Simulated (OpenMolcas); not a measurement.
Ni4+ among 6 point charges of -0.98 e arranged as a tetragonal octahedron (D4h), 2.14 Å from the ion, with the axial distance 1.926 Å.

```yaml
Program: OpenMolcas 26.06
Method: CASSCF
Basis: ANO-RCC-VDZP [5s4p2d1f]
Scalar_Hamiltonian: DKH2, point nucleus
Active_space: 6 electrons in 5 orbitals (3d)
State_averaging: 2S+1 = 5 even, 5 roots; 2S+1 = 3 even, 45 roots; 2S+1 = 1 even, 50 roots
Spin-orbit_coupling: state interaction with AMFI integrals over the reference wave functions
```

Task: What is the spin-free ground state (labels of D4, the rotations of D4h)?

Result: 5B2, 1-fold in its orbital part, 100 % from free-ion D terms; it has the highest spin that d6 allows.

Task: Where is the first state of the same spin?

Result: 5B1 at 844 cm-1 above the ground state.

Task: What are the lowest two levels with spin-orbit coupling?

Result: A 1-fold level A1, then a 1-fold level A2 1.8 cm-1 above it. Their leading multiplicities are 5 (100 %) and 5 (100 %).

Task: What is χT at 300 K, and how does it compare with the textbook value?

Result: The lowest level has 2S+1 = 5, for which the spin-only value is χT = S(S+1) / 2 = 3.000 cm3 K/mol (g = 2). The computed 5.157 at 300 K differs by +2.157, through orbital momentum, spin-orbit coupling and any other state in reach.

Without dynamic correlation the repulsion within the d shell is too large (B by tens of per cent), so at a given field states of lower spin stand too high. Point charges give a weaker field than real ligands, and real ions of this kind are often low spin; the high spin found here belongs to the model. The ground term spreads over less than 5000 cm-1, several times less than with real ligands, so orbital moments are less quenched and χT lies further from the spin-only value than at real sites. This is an electrostatic model: the charges have no orbitals. No measured value stands beside these numbers.
